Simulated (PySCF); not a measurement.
## Mayer bond orders and bond lengths

2-chloropyrimidine, C4H3ClN2.
SMILES with atom numbers: `[Cl:1][c:2]1[n:3][cH:4][cH:5][cH:6][n:7]1` (hydrogens: H8 on C4; H9 on C5; H10 on C6)

Cartesian coordinates in Å at the PBE0-D3(BJ)/def2-TZVP level; atoms count from 1:
```xyz
10
C4H3ClN2 angstrom
Cl     3.1461   -0.3256   -0.0705
C      1.4323   -0.1513   -0.0340
N      0.9598    1.0055   -0.4587
C     -0.3624    1.1301   -0.4263
C     -1.1915    0.1166    0.0214
C     -0.5655   -1.0455    0.4382
N      0.7544   -1.1914    0.4147
H     -0.7627    2.0783   -0.7733
H     -2.2673    0.2265    0.0450
H     -1.1343   -1.8946    0.8056
```

Bond orders from the PBE0/pcSseg-2 density (PySCF). Isolated species at its PBE0-D3(BJ)/def2-TZVP geometry, gas phase.

(1) Where do the orders between heavy atoms depart from those drawn in the SMILES?

(2) Set the Mayer orders of the bonds beside their lengths.

(3) Sum the orders of all bonds at each heavy atom with more than one neighbour and set the sums beside the valence in the SMILES.

## Answers

(1) The largest departure is 0.112, at C5–C6 (drawn aromatic, 1.388) and C4–C5 (drawn aromatic, 1.389), counting aromatic bonds as 1.5. The bonds drawn aromatic range from 1.39 to 1.51.

(2) 
```tsv
bond	drawn as	length (Å)	Mayer order
Cl1–C2	single	1.723	1.105
C2–N3	aromatic	1.320	1.494
N3–C4	aromatic	1.328	1.508
C4–C5	aromatic	1.384	1.389
C5–C6	aromatic	1.384	1.388
C6–N7	aromatic	1.328	1.509
N7–C2	aromatic	1.320	1.492
C4–H8	single	1.086	1.025
C5–H9	single	1.082	1.010
C6–H10	single	1.086	1.025
```

(3) C2 4.091 (drawn 4), N3 3.002 (drawn 3), C4 3.922 (drawn 4), C5 3.787 (drawn 4), C6 3.922 (drawn 4), N7 3.001 (drawn 3). Orders between atoms that aren't bonded are not in these sums.

The Mayer order sums products of elements of PS (density times overlap matrix) between the two atoms' basis functions, so it depends on the basis set.

The run behind these numbers computed NMR shieldings as well. Time: 47 s (with the writing of density and orbital grids); peak memory 1.2 GiB. Hardware: Arm Neoverse V1, one thread, shared host with 32 logical CPUs at a one-minute load of 11.
